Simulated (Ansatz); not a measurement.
Calculated with Ansatz (gas phase, PBE0-D4/def2-TZVP geometries, no zero-point term in ΔE). CCSD(T)/CBS is the MP2 limit (def2-TZVPP, def2-QZVPP) plus CCSD(T) − MP2 in def2-TZVPP, frozen cores. Functionals use def2-TZVPP. B3LYP here is the variant with VWN-RPA as its local correlation; programs differ in this. One conformer a species, not always the lowest.

Consider the substitution at a C–B bond: `CCB(CC)CC` + `S=CS` → `CCSC=S` + `CCBCC`.

| level | ΔE (kJ/mol) |
| --- | --- |
| B3LYP-D4 | 33.2 |
| r2SCAN | 30.9 |

**Question.** What does CCSD(T)/CBS give? (An estimate is asked.)

**Answer.** The calculation gave: +35.3 kJ/mol. The listed levels differ from it by -2.1, -4.4 kJ/mol.

Largest T1 diagnostic among the species: 0.018.

In def2-TZVPP, CCSD(T) changes the Hartree–Fock value by +12.1 kJ/mol (the triples alone add −0.3 kJ/mol) and MP2 by +10.4 kJ/mol. The D4 term adds +7.1 kJ/mol with B3LYP and +4.6 kJ/mol with PBE0; it sums over pairs of atoms, weighted by their polarisabilities, and B3LYP, whose exchange is more repulsive, gets the larger term.
